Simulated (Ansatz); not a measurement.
Species: SiNH2Cl, charge 0, singlet. SiNH2Cl (SMILES N[Si]Cl).
B3LYP-D3(BJ)/def2-TZVP minimum from Ansatz (an electronic-structure program):
```xyz
5

Si    -0.5177    -0.2914     0.7217
Cl     0.7140     1.0970    -0.3093
N     -0.5389    -1.5263    -0.4558
H     -0.0682    -1.5024    -1.3499
H     -1.0504    -2.3840    -0.3051
```

Total energies in hartree (Ansatz). UHF or UKS for unpaired electrons; spin-orbit terms are left out. Correlated methods leave the cores frozen. No relativity. Where a partner has so few electrons that a lower coupled-cluster level is exact, that level stands in.

```csv
species,HF/cc-pV(T+d)Z,CCSD(T)/cc-pV(T+d)Z,HF/cc-pV(Q+d)Z,CCSD(T)/cc-pV(Q+d)Z,CCSDT(Q)/cc-pV(T+d)Z
1: SiNH2Cl (SMILES N[Si]Cl),-804.16494,-804.72439,-804.17574,-804.77633,-804.72663
2: Si (triplet),-288.85649,-288.93344,-288.85845,-288.93781,-288.93426
3: Cl (doublet),-459.48556,-459.67356,-459.48916,-459.69449,-459.67440
4: N (quartet),-54.40069,-54.51471,-54.40372,-54.52482,-54.51507
5: H (doublet),-0.49981,-0.49981,-0.49995,-0.49995,-0.49981
```

Task: Work out the atomisation energy (electronic, to ground-state atoms) in kcal/mol: take Hartree-Fock from cc-pV(Q+d)Z, extrapolate the CCSD(T) correlation energy as X^-3 (X = 3, 4), and add CCSDT(Q) - CCSD(T) in cc-pV(T+d)Z. 1 hartree = 627.51 kcal/mol.

Result: 
Species 1: correlation (64·(-0.60059) - 27·(-0.55945))/37 = -0.63061; step -0.00224; E1 = -804.17574 + (-0.63061) + (-0.00224) = -804.80859
Species 2: correlation (64·(-0.07936) - 27·(-0.07695))/37 = -0.08112; step -0.00082; E2 = -288.85845 + (-0.08112) + (-0.00082) = -288.94039
Species 3: correlation (64·(-0.20533) - 27·(-0.18800))/37 = -0.21798; step -0.00084; E3 = -459.48916 + (-0.21798) + (-0.00084) = -459.70798
Species 4: correlation (64·(-0.12110) - 27·(-0.11402))/37 = -0.12627; step -0.00036; E4 = -54.40372 + (-0.12627) + (-0.00036) = -54.53035
Species 5: correlation (64·(0.00000) - 27·(0.00000))/37 = 0.00000; step +0.00000; E5 = -0.49995 + (0.00000) + (+0.00000) = -0.49995
-1·E1 +1·E2 +1·E3 +1·E4 +2·E5 = 0.62997 hartree = 395.3 kcal/mol.
